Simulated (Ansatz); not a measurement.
Stepwise reaction of `[NH]=[V]([F])([F])[F]` with ammonia, as a gas-phase model of exchange steps in deposition or etching. ΔE in kJ/mol; ΔG adds harmonic PBE0-D4 terms to CCSD(T)/CBS, at 1 bar.

Calculated with Ansatz (gas phase, PBE0-D4/def2-TZVP geometries, no zero-point term in ΔE). CBS: MP2 limit from def2 TZ/QZ plus the TZ coupled-cluster correction, frozen cores. This one scheme is used for every species. DFT in def2-TZVPP. B3LYP here is the variant with VWN-RPA as its local correlation; programs differ in this. For V outer-core shells are correlated without core-valence functions, which leaves a few kJ/mol of doubt a bond. Scalar relativity is left out up to krypton. Each species was taken in one conformer, which may not be the lowest.

| step | reaction | PBE-D4 | B3LYP-D4 | ωB97M-V | CCSD(T)/CBS | ΔG(500 K) |
| --- | --- | --- | --- | --- | --- | --- |
| 2 | `[NH]=[V]([NH2])([F])[F]` + NH₃ → `[NH]=[V]([NH2])([NH2])[F]` + H–F | 81.4 | 80.7 | 81.1 | 66.8 | 64.6 |
| 3 | `[NH]=[V]([NH2])([NH2])[F]` + NH₃ → `[NH]=[V]([NH2])([NH2])[NH2]` + H–F | 100.4 | 99.7 | 99.1 | 83.4 | 81.0 |

Question: Give the row of step 1, `[NH]=[V]([F])([F])[F]` + NH₃ → `[NH]=[V]([NH2])([F])[F]` + H–F. (Best estimate.)

Answer: Ansatz gave: 
```csv
step,reaction,PBE-D4,B3LYP-D4,ωB97M-V,CCSD(T)/CBS,ΔG(500 K)
1,`[NH]=[V]([F])([F])[F]` + NH₃ → `[NH]=[V]([NH2])([F])[F]` + H–F,57.1,54.5,55.5,41.0,36.9
```

Question: By hand: ΔE of the 3 steps together at CCSD(T)/CBS.

Answer: (41.0) + (66.8) + (83.4) = 191.2 kJ/mol, or 63.7 kJ/mol a step.

In ΔE each step is higher than the one before. All are uphill at CCSD(T)/CBS. ΔG lies between 36.9 and 81.0 kJ/mol a step. PBE-D4 differs from CCSD(T)/CBS by 14.6 to 17.0 kJ/mol a step. Isolated molecules leave out the surface, adducts and barriers. Largest T1 diagnostic: 0.032.
